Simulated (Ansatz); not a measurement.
A geometry relaxed with PBE0-D3(BJ)/def2-SVP (Ansatz, a quantum-chemistry and plane-wave program), charge 0, multiplicity 1:

```xyz
17

H      0.9006     2.8551    -0.3214
H     -0.2621     2.9482     1.0395
C     -0.1599     2.7376    -0.0405
H      2.1125    -2.1855    -0.0454
C     -2.2678    -1.5400    -0.0833
I     -0.2363     0.0852     2.8445
O     -0.6535     1.4635    -0.3795
H     -2.5103    -1.5936     0.9935
H     -2.5656    -2.4911    -0.5487
H     -2.8621    -0.7281    -0.5361
Ge    -0.0115     0.0027     0.3379
H      3.4923    -1.0487    -0.0466
H     -0.7512     3.4835    -0.5919
O      1.6709    -0.1473    -0.1172
H      2.5198    -1.2613     1.4352
C      2.4728    -1.2134     0.3322
O     -0.8887    -1.3668    -0.3066
```

### Question
Write the SMILES of this molecule.

### Answer
`C[O][Ge]([I])([O]C)[O]C`
